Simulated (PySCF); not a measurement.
C₂H₈O₃Si, SMILES C[Si](OC)(O)O, PBE0/def2-SVP optimised geometry.

```
14

C     -1.01     1.33     1.00
O     -1.21     0.37     0.00
Si    -0.57    -1.16     0.00
C      1.28    -1.16     0.00
O     -1.21    -1.85    -1.36
O     -1.03    -2.01     1.35
H      0.03     1.72     1.01
H     -1.68     2.18     0.82
H     -1.23     0.93     2.01
H      1.67    -2.18    -0.15
H      1.68    -0.79     0.96
H      1.68    -0.53    -0.81
H     -1.75    -1.24    -1.88
H     -1.95    -2.30     1.36
```

Density from PBE0/def2-TZVP run with PySCF at that geometry.

Minimum of the electron density along straight lines between bonded atoms, close to the bond critical point (lines longer than 1.1 times the sum of covalent radii, or with two minima, are not listed):

```json
[
 {"bond": "C1–O2", "length / Å": "1.399", "ρ at the minimum / e bohr⁻³": "0.262", "∇²ρ there / e bohr⁻⁵": "___", "position (fraction from the first atom)": "0.35"},
 {"bond": "O2–Si3", "length / Å": "1.665", "ρ at the minimum / e bohr⁻³": "0.133", "∇²ρ there / e bohr⁻⁵": "0.76", "position (fraction from the first atom)": "0.59"},
 {"bond": "Si3–C4", "length / Å": "1.851", "ρ at the minimum / e bohr⁻³": "0.130", "∇²ρ there / e bohr⁻⁵": "___", "position (fraction from the first atom)": "0.39"},
 {"bond": "Si3–O5", "length / Å": "1.656", "ρ at the minimum / e bohr⁻³": "0.138", "∇²ρ there / e bohr⁻⁵": "0.77", "position (fraction from the first atom)": "0.41"},
 {"bond": "Si3–O6", "length / Å": "1.658", "ρ at the minimum / e bohr⁻³": "0.137", "∇²ρ there / e bohr⁻⁵": "0.77", "position (fraction from the first atom)": "0.41"},
 {"bond": "C1–H7", "length / Å": "1.106", "ρ at the minimum / e bohr⁻³": "0.276", "∇²ρ there / e bohr⁻⁵": "-0.95", "position (fraction from the first atom)": "0.65"},
 {"bond": "C1–H8", "length / Å": "1.101", "ρ at the minimum / e bohr⁻³": "0.279", "∇²ρ there / e bohr⁻⁵": "-0.97", "position (fraction from the first atom)": "0.65"},
 {"bond": "C1–H9", "length / Å": "1.105", "ρ at the minimum / e bohr⁻³": "0.277", "∇²ρ there / e bohr⁻⁵": "-0.95", "position (fraction from the first atom)": "0.65"},
 {"bond": "C4–H10", "length / Å": "1.100", "ρ at the minimum / e bohr⁻³": "0.266", "∇²ρ there / e bohr⁻⁵": "-0.87", "position (fraction from the first atom)": "0.64"},
 {"bond": "C4–H11", "length / Å": "1.101", "ρ at the minimum / e bohr⁻³": "0.266", "∇²ρ there / e bohr⁻⁵": "-0.87", "position (fraction from the first atom)": "0.64"},
 {"bond": "C4–H12", "length / Å": "1.100", "ρ at the minimum / e bohr⁻³": "0.266", "∇²ρ there / e bohr⁻⁵": "-0.87", "position (fraction from the first atom)": "0.64"},
 {"bond": "O5–H13", "length / Å": "0.962", "ρ at the minimum / e bohr⁻³": "0.354", "∇²ρ there / e bohr⁻⁵": "-2.42", "position (fraction from the first atom)": "0.81"},
 {"bond": "O6–H14", "length / Å": "0.962", "ρ at the minimum / e bohr⁻³": "0.355", "∇²ρ there / e bohr⁻⁵": "-2.41", "position (fraction from the first atom)": "0.81"}
]
```

### Question
What belongs in the gaps?

### Answer

- C1–O2, ∇²ρ there / e bohr⁻⁵: -0.50
- Si3–C4, ∇²ρ there / e bohr⁻⁵: 0.18
